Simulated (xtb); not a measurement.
A geometry relaxed with GFN2-xTB (xtb 6.7.1), charge 0, multiplicity 1:

```xyz
10

Al    -0.0007    -0.0005     0.0001
N     -1.6764    -0.5990    -0.0453
H      2.3346    -0.9026     0.0636
N      0.3194     1.7505     0.0091
N      1.3565    -1.1519     0.0356
H      1.2734    -2.1583     0.0210
H      1.2338     2.1787     0.0336
H     -2.5050    -0.0215    -0.0614
H     -1.9519    -1.5705    -0.0505
H     -0.3839     2.4751    -0.0058
```

Q: Write the SMILES of this molecule.

A: `[NH2][Al]([NH2])[NH2]`
